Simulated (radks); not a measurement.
All-electron atom: the palladium ion Pd+ in [Kr] 4d8 5p1 (not the ground configuration). Calculated with a radial shooting solver on a logarithmic mesh with Libxc functionals: Dirac Kohn-Sham, PBE, spin-unpolarised, spherical densities, finite nucleus; open shells are shared between the two j in proportion to 2j + 1; Fermi nuclear charge, rms radius 4.5318 fm.

Radial electron density D(r) = 4 pi r^2 rho(r):

r (bohr),D(r) (e/bohr)
0.001095,1.362
0.001472,2.298
0.001979,3.831
0.002639,6.202
0.003549,9.963
0.004771,15.55
0.006414,23.35
0.008624,33.31
0.01159,44.39
0.01546,53.93
0.02079,59.11
0.02795,57.55
0.03758,52.20
0.05053,51.71
0.06793,61.86
0.09061,73.03
0.1218,68.62
0.1638,52.47
0.2202,50.73
0.2961,58.83
0.398,45.34
0.5309,21.94
0.7138,15.70
0.9596,16.90
1.29,11.20
1.735,4.691
2.314,1.663
3.111,0.6248
4.182,0.2533
5.623,0.07235
7.559,0.009641
10.16,0.0004181

D(r) has 4 maxima, at r = 0.0225, 0.0989, 0.298, 0.893 bohr, and minima at 0.0445, 0.194, 0.680 bohr, inside which lie 2.04, 11.15, 29.09 electrons.
